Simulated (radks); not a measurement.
Values are calculated unless marked as measured or tabulated.
Q: Species: Se2+. Configuration: [Ar] 3d10 4s2 4p2. Code: a radial shooting solver on a logarithmic mesh with Libxc functionals. Model: non-relativistic Kohn-Sham, SCAN, spin-unpolarised, spherical densities, point nucleus; meta-GGA in the generalised Kohn-Sham scheme. Some entries of the table are withheld. Estimate them.

| orbital | occ. | eigenvalue (hartree) | <1/r> (bohr^-1) |
|---|---|---|---|
| 1s | 2 | -454.1146 | 33.49 |
| 2s | 2 | (1) | (2) |
| 2p | 6 | -52.75267 | 7.380 |
| 3s | 2 | (3) | (4) |
| 3p | 6 | -6.54378 | 2.312 |
| 3d | 10 | -2.87675 | 2.040 |
| 4s | 2 | -1.38161 | 0.7608 |
| 4p | 2 | (5) | 0.6543 |

A: 
(1) 2s eigenvalue (hartree): -58.75280
(2) 2s <1/r> (bohr^-1): 7.420
(3) 3s eigenvalue (hartree): -8.63325
(4) 3s <1/r> (bohr^-1): 2.432
(5) 4p eigenvalue (hartree): -0.94066
